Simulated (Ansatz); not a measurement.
C2H4FGe (`C=[CH][GeH][F]`) radical at its PBE0-D4/def2-TZVP geometry, where that method's forces vanish. The species carries charge 0 and has multiplicity 2.

```xyz
8

C     1.2160    0.3158    0.4036
C     0.1790   -0.5154    0.4735
Ge   -1.5542   -0.0343   -0.2217
F    -1.2808    1.4279   -1.1463
H     2.1864    0.0502    0.8135
H     1.1377    1.2854   -0.0779
H     0.2771   -1.4741    0.9773
H    -2.1611   -1.0554   -1.2220
```

Problem. What forces (eV/Å) does B3LYP-D4/def2-TZVPP give on these atoms in Ansatz 0.2.0? (An estimate is asked.)

Solution. Computed: 
```
C1   0.144  0.097  0.005
C2   0.131 -0.162  0.072
Ge3 -0.279 -0.199  0.188
F4   0.060  0.280 -0.197
H5  -0.057  0.029 -0.035
H6   0.024 -0.070  0.045
H7  -0.015  0.065 -0.027
H8  -0.007 -0.040 -0.052
```

B3LYP here is the variant with VWN-RPA as its local correlation; programs differ in this.
